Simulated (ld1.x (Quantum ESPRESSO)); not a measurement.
**gold (Au), TM: configuration errors across variants**

ld1.x (Quantum ESPRESSO) 7.5 input, shortened:

```
&input
   title='Au', zed=79., rel=1, dft='PBE', iswitch=3,
   config='[Xe] 4f14 5d10 6s0.75 6p0.25'
 /
 &inputp
   pseudotype=2, tm=.true., lloc=1,
   nlcc=.false.
 /
3
6S  1  0   0.75   0.00  2.50  2.50  0.0
5D  3  2  10.00   0.00  1.40  1.40  0.0
6P  2  1   0.25   0.00  2.55  2.55  0.0
 &test
   configts(1)='5d10 6s0.75 6p0.25'
 /
```

All-electron excitation energies from the reference (eV): (1) 5d10 6s1 6p0 -1.258; (2) 5d10 6s0 6p0 8.151; (3) 5d9 6s0 6p0 29.359; (4) 5d10 6s0 6p1 3.990; (5) 5d10 6s0.5 6p0 2.515; (6) 5d8 6s0 6p0 63.236; (7) 5d7 6s0 6p0 110.948.

A true bound ghost makes a file unfit for plane-wave use even where its test errors are small: the radial tests pick states by their node count and pass the ghost by.

Errors AE − PS in meV (a dash: test not solved or not reliable):

| change | (1) | (2) | (3) | (4) | (5) | (6) | (7) | bound ghosts |
| --- | --- | --- | --- | --- | --- | --- | --- | --- |
| base | +0.2 | -2.2 | -105 | -1.3 | -1.0 | -505 | -1245 | none |
| wave 6p (bound): rc 2.55 bohr becomes 6p (bound): rc 1.74 bohr | -0.1 | +0.8 | -44 | -6.7 | -0.4 | -301 | -850 | s |
| wave 6p (bound): rc 2.55 bohr becomes 6p (bound): rc 2.06 bohr | +0.2 | -0.6 | -72 | -1.3 | -0.7 | -393 | -1025 | s |
| wave 6p (bound): rc 2.55 bohr becomes 6p (bound): rc 2.58 bohr | +0.2 | -2.2 | -105 | -1.3 | -1.0 | -505 | -1244 | none |
| wave 6p (bound): rc 2.55 bohr becomes 6p (bound): rc 3.34 bohr | +0.3 | -2.4 | -112 | -0.7 | -1.0 | -527 | -1288 | none |
| wave 6p (bound): rc 2.55 bohr becomes 6p (bound): rc 3.82 bohr | +0.4 | -3.1 | -127 | +1.0 | -1.1 | -571 | -1368 | none |

(1) Give the same row for: wave 6p (bound): rc 2.55 bohr becomes 6p (bound): rc 2.88 bohr.

Results:

(1) +0.2, -2.3, -105, -1.4, -1.1, -503, -1239; bound ghosts: none.
